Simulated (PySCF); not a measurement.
# Electronic structure of Be (beryllium, neutral) at the UHF level

Configuration: [He] 2s2, closed-shell 1S. Computed with PySCF 2.14 in 6-31G*, with the non-relativistic Hamiltonian (point nucleus).

| Quantity | Value |
| --- | --- |
| Total energy | -14.566764 hartree |
| One-electron energy | -19.1172 hartree |
| Hartree (Coulomb) energy | 7.2329 hartree |
| Exchange energy | -2.6826 hartree |
| Kinetic energy | 14.67874 hartree |
| ⟨S²⟩ | 0.0000 |
| ⟨L²⟩ | 0.000 |
| Sum of ⟨r⟩ | 5.929 bohr |
| Sum of ⟨r²⟩ | 15.75 bohr² |
| Density at the nucleus (Gaussians lack the cusp) | 33.4 bohr⁻³ |
| Langevin diamagnetic susceptibility | -12.5 ×10⁻⁶ cm³/mol |
| Time after the integrals | 0.06 s of wall time on 1 thread of Neoverse-N1 (shared host) |

```
shell  electrons  mean orbital energy (eV)  rms radius, mean of both spins (bohr)
   1s          2                   -128.08                                  0.483
   2s          2                    -8.199                                   2.76
```
